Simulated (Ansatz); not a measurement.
One change: `ClBC1CO1` becomes `[GeH3][O]C1CO1`.

Ansatz, PBE0-D4/def2-TZVP geometries, multiplicity 1. Each molecule was computed in one conformer, which needn't be the lowest.

Scalar relativity is left out up to krypton.

```json
{"property": "HOMO–LUMO gap (B3LYP/def2-TZVPP) / eV", "`ClBC1CO1`": "6.02"}
{"property": "HOMO–LUMO gap (PBE0/def2-TZVPP) / eV", "`ClBC1CO1`": "6.49"}
{"property": "LUMO energy (PBE0/def2-TZVPP) / eV", "`ClBC1CO1`": "-1.63"}
{"property": "size of the dipole moment (ωB97M-V/def2-TZVPP) / D", "`ClBC1CO1`": "2.10"}
{"property": "size of the dipole moment (B3LYP/def2-TZVPP) / D", "`ClBC1CO1`": "2.11"}
{"property": "HOMO energy (PBE/def2-TZVPP) / eV", "`ClBC1CO1`": "-6.46"}
```

Task: What does the change do to each property? (Estimate.)

Result: Ansatz gave: 
```csv
property,`[GeH3][O]C1CO1`,shift
HOMO–LUMO gap (B3LYP/def2-TZVPP) / eV,7.47,1.45
HOMO–LUMO gap (PBE0/def2-TZVPP) / eV,7.94,1.45
LUMO energy (PBE0/def2-TZVPP) / eV,0.15,1.78
size of the dipole moment (ωB97M-V/def2-TZVPP) / D,3.11,1.01
size of the dipole moment (B3LYP/def2-TZVPP) / D,3.06,0.95
HOMO energy (PBE/def2-TZVPP) / eV,-6.31,0.15
```

With PBE0 the HOMO rises by 0.32 eV and the LUMO rises by 1.78 eV, so the gap widens by about 1.46 eV. PBE moves the HOMO by 0.15 eV and ωB97M-V by 0.38 eV. Dipoles are sizes alone; their direction can turn.

B3LYP here is the variant with VWN-RPA as its local correlation; programs differ in this.
